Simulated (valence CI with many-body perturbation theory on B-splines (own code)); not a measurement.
**As¹⁸⁺: electric-dipole lines**

Method: relativistic CI+MBPT: five valence electrons over a frozen Dirac-Fock core [Ne], radial functions for each j: 9 s, 9 p, 8 d, 6 f, 3 g, 1 h, with the one-electron correlation potential Σ1 (screened to all orders), the two-electron term Σ2, the three-electron term Σ3, Breit, model QED; selected single and double excitations, second order for the rest (own B-spline code, finite nucleus).

No measured levels were compared; by estimate levels of excited configurations hold to 0.05 to 0.15 % of their energy, terms of the ground configuration to about 0.5 %. Among the levels kept, up to 450 cm⁻¹ of a level comes from second order outside the variational space, and about a tenth of that is noise between levels of different J, which matters for small intervals.

Lines 101 to 150 of 173 in falling wavelength, among levels below 1027400 cm⁻¹, chosen from the strongest by gf and those to the six lowest levels. Wavelengths and rates use the calculated energies, so an error of 300 cm⁻¹ moves a line at 158.3 Å by 0.047 % and its rate by three times that or more. Electric multipoles are in the length gauge, E1 and E2 with the static RPA response of the core. Weak lines are less certain than strong ones. Lines between different terms over intervals too small for the method are left out, as are lines whose strength nearly cancels. The highest levels of a list are the least certain.

Names give the largest LS component (configuration and term), which can be under half, so a name can repeat, a term be missing and a line seem to break the LS rules; names also repeat where a configuration has a term twice. Letters in brackets count levels of one name in rising energy.

```tsv
λ vac (Å)	Upper	Lower	A (s⁻¹)	log gf	Branch %
158.3	3s²3p²3d ⁴F_3/2	3s²3p³ ⁴S°_3/2	9.07e+08	-1.87	27.9
156.9	3s3p⁴ ²P_3/2	3s²3p³ ²P°_1/2	2.20e+09	-1.49	1.9
156.1	3s²3p²3d ⁴D_5/2	3s²3p³ ²D°_3/2	4.86e+08	-1.97	10.1
155.8	3s²3p²3d ²D_3/2 [a]	3s²3p³ ²P°_3/2	1.38e+08	-2.70	0.3
154.9	3s²3p²3d ⁴F_5/2	3s²3p³ ⁴S°_3/2	1.24e+09	-1.57	75.0
154.2	3s²3p²3d ²P_1/2 [a]	3s²3p³ ²P°_3/2	2.19e+10	-0.81	16.6
153.0	3s²3p²3d ⁴D_7/2	3s²3p³ ²D°_5/2	4.22e+08	-1.93	100.0
151.6	3s²3p²3d ⁴P_3/2	3s²3p³ ²P°_1/2	1.14e+04	-6.80	0.0
150.7	3s3p⁴ ²S_1/2 [b]	3s²3p³ ⁴S°_3/2	1.87e+08	-2.89	1.9
150.5	3s²3p²3d ⁴P_1/2	3s²3p³ ²P°_1/2	2.07e+09	-1.85	1.5
150.1	3s²3p²3d ²F_5/2	3s²3p³ ⁴S°_3/2	7.03e+08	-1.85	97.5
149.4	3s²3p²3d ²D_5/2 [a]	3s²3p³ ²P°_3/2	6.27e+09	-0.90	5.8
147.5	3s3p⁴ ²P_3/2	3s²3p³ ²D°_5/2	5.87e+10	-0.12	49.9
147.4	3s²3p²3d ²D_3/2 [a]	3s²3p³ ²P°_1/2	1.27e+09	-1.78	3.2
147.2	3s²3p²3d ²G_7/2	3s²3p³ ²D°_5/2	2.44e+09	-1.20	100.0
145.9	3s²3p²3d ⁴D_3/2	3s²3p³ ⁴S°_3/2	2.59e+09	-1.48	39.5
145.9	3s²3p²3d ²P_1/2 [a]	3s²3p³ ²P°_1/2	1.41e+10	-1.05	10.6
145.8	3s²3p²3d ²D_3/2 [b]	3s²3p³ ²P°_3/2	9.09e+08	-1.94	0.7
145.5	3s²3p²3d ⁴D_1/2	3s²3p³ ⁴S°_3/2	3.72e+08	-2.63	3.9
144.9	3s²3p²3d ⁴P_5/2	3s²3p³ ²D°_5/2	6.80e+09	-0.89	5.2
144.1	3s²3p²3d ²D_5/2 [b]	3s²3p³ ²P°_3/2	8.80e+07	-2.78	0.2
143.4	3s²3p²3d ²P_1/2 [b]	3s²3p³ ²P°_3/2	3.07e+09	-1.72	3.0
143.2	3s3p⁴ ²P_3/2	3s²3p³ ²D°_3/2	4.34e+10	-0.27	36.9
142.8	3s²3p²3d ⁴P_3/2	3s²3p³ ²D°_5/2	8.63e+09	-0.98	6.9
142.7	3s²3p²3d ⁴D_5/2	3s²3p³ ⁴S°_3/2	3.26e+09	-1.22	67.6
142.1	3s²3p²3d ²D_5/2 [c]	3s²3p³ ²P°_3/2	3.00e+09	-1.26	2.4
140.8	3s²3p²3d ⁴P_5/2	3s²3p³ ²D°_3/2	6.21e+09	-0.96	4.7
139.1	3s²3p²3d ²D_3/2 [a]	3s²3p³ ²D°_5/2	1.07e+10	-0.91	26.8
138.8	3s²3p²3d ⁴P_3/2	3s²3p³ ²D°_3/2	7.46e+08	-2.06	0.6
138.4	3s²3p²3d ²D_3/2 [b]	3s²3p³ ²P°_1/2	1.28e+10	-0.83	9.7
137.9	3s²3p²3d ⁴P_1/2	3s²3p³ ²D°_3/2	1.93e+09	-1.96	1.4
137.0	3s²3p²3d ²P_3/2 [b]	3s²3p³ ²P°_3/2	6.23e+10	-0.15	55.3
136.2	3s²3p²3d ²P_1/2 [b]	3s²3p³ ²P°_1/2	9.55e+10	-0.27	92.2
136.1	3s²3p²3d ²S_1/2	3s²3p³ ²P°_3/2	1.01e+11	-0.25	84.0
135.2	3s²3p²3d ²D_3/2 [a]	3s²3p³ ²D°_3/2	4.07e+09	-1.35	10.2
134.0	3s²3p²3d ²P_1/2 [a]	3s²3p³ ²D°_3/2	7.89e+10	-0.37	59.8
133.9	3s²3p²3d ²D_5/2 [a]	3s²3p³ ²D°_5/2	7.89e+10	0.10	72.9
131.9	3s3p⁴ ²P_3/2	3s²3p³ ⁴S°_3/2	1.09e+10	-0.94	9.3
131.0	3s²3p²3d ²D_3/2 [b]	3s²3p³ ²D°_5/2	2.46e+10	-0.60	18.5
130.4	3s²3p²3d ²P_3/2 [b]	3s²3p³ ²P°_1/2	4.72e+10	-0.32	41.9
130.4	3s²3p²3d ²D_5/2 [a]	3s²3p³ ²D°_3/2	9.38e+09	-0.84	8.7
130.1	3s²3p²3d ²D_3/2 [c]	3s²3p³ ²P°_3/2	4.45e+10	-0.34	33.1
129.8	3s²3p²3d ²D_5/2 [d]	3s²3p³ ²P°_3/2	1.35e+11	0.31	94.3
129.7	3s²3p²3d ⁴P_5/2	3s²3p³ ⁴S°_3/2	1.18e+11	0.25	90.1
129.6	3s²3p²3d ²D_5/2 [b]	3s²3p³ ²D°_5/2	7.96e+08	-1.92	1.4
129.6	3s²3p²3d ²S_1/2	3s²3p³ ²P°_1/2	2.24e+09	-1.95	1.9
128.1	3s²3p²3d ⁴P_3/2	3s²3p³ ⁴S°_3/2	1.15e+11	0.05	91.8
128.0	3s²3p²3d ²D_5/2 [c]	3s²3p³ ²D°_5/2	3.78e+10	-0.25	30.0
127.6	3s²3p²3d ²D_3/2 [b]	3s²3p³ ²D°_3/2	9.44e+10	-0.04	71.1
127.3	3s²3p²3d ⁴P_1/2	3s²3p³ ⁴S°_3/2	1.26e+11	-0.21	93.2
```
